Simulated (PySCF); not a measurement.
Species: C5H6F2O2S.
SMILES: `C1=C(F)S(C[C@H](C1)F)(=O)=O`

Level: CAM-B3LYP/def2-SVPD in PySCF, non-relativistic, on one gas-phase PBE0-D3(BJ)/def2-SVP geometry that isn't relaxed in the solvent. The solvent is an IEF-PCM continuum (van der Waals radii × 1.2), and excitations are vertical TDDFT with non-equilibrium linear response and a frozen core. The model holds no explicit solvent molecules, cavitation or dispersion.

Gas-phase singlets (H = HOMO, L = LUMO):

| state | E (eV) | λ (nm) | f | leading configuration |
| --- | --- | --- | --- | --- |
| S1 | 6.745 | 184 | 0.216 | H→L 80% |
| S2 | 6.807 | 182 | 0.058 | H-1→L 76% |
| S3 | 7.333 | 169 | 0.003 | H→L+2 78% |
| S4 | 7.500 | 165 | 0.004 | H→L+1 81% |
| S5 | 7.657 | 162 | 0.004 | H-2→L 94% |

**Question.** How does the list change in cyclohexane (ε = 2.017)?

**Answer.** 
| state | E (eV) | λ (nm) | f | leading configuration | change by rank (eV) |
| --- | --- | --- | --- | --- | --- |
| S1 | 6.676 | 186 | 0.367 | H→L 96% | -0.069 |
| S2 | 6.923 | 179 | 0.007 | H-1→L 91% | +0.116 |
| S3 | 7.271 | 171 | 0.001 | H→L+2 41% | -0.062 |
| S4 | 7.541 | 164 | 0.008 | H→L+1 42% | +0.041 |
| S5 | 7.818 | 159 | 0.008 | H-1→L+1 51% | +0.161 |

**Question.** How does the list change in methanol (ε = 32.61)?

**Answer.** 
```csv
state,E (eV),λ (nm),f,leading configuration,change by rank (eV)
S1,6.710,185,0.354,H→L 96%,-0.035
S2,7.092,175,0.001,H→L+1 40%,+0.285
S3,7.126,174,0.006,H-1→L 53%,-0.207
S4,7.640,162,0.008,H→L+3 78%,+0.140
S5,7.803,159,0.010,H-1→L+1 74%,+0.146
```

**Question.** The ground-state energy changes by -0.521 eV from gas to methanol. By how much does the total energy of gas-phase S1 change?

**Answer.** E(S1) = E(S0) + excitation energy, so it changes by -0.521 − 0.035 = -0.556 eV: it is lowered more than the ground state, which is what a red shift means. This is the vertical state, with the slow part of the continuum still set for S0.

**Question.** How do the frontier levels move from gas to methanol?

**Answer.** 
```json
{"orbital": "LUMO+2", "gas (eV)": "1.07", "solvent (eV)": "1.46", "change (eV)": "+0.39"}
{"orbital": "LUMO+1", "gas (eV)": "0.83", "solvent (eV)": "0.92", "change (eV)": "+0.09"}
{"orbital": "LUMO", "gas (eV)": "-0.07", "solvent (eV)": "0.33", "change (eV)": "+0.40"}
{"orbital": "HOMO", "gas (eV)": "-9.72", "solvent (eV)": "-9.37", "change (eV)": "+0.35"}
{"orbital": "HOMO-1", "gas (eV)": "-10.44", "solvent (eV)": "-10.41", "change (eV)": "+0.03"}
{"orbital": "HOMO-2", "gas (eV)": "-10.90", "solvent (eV)": "-11.01", "change (eV)": "-0.11"}
{"orbital": "HOMO-3", "gas (eV)": "-11.44", "solvent (eV)": "-11.39", "change (eV)": "+0.05"}
```

The HOMO–LUMO gap goes from 9.66 to 9.71 eV. Rows go by rank; for HOMO-3, LUMO+1 and LUMO+2 the atom shares or the degeneracy differ between the runs, so the row needn't follow one orbital.
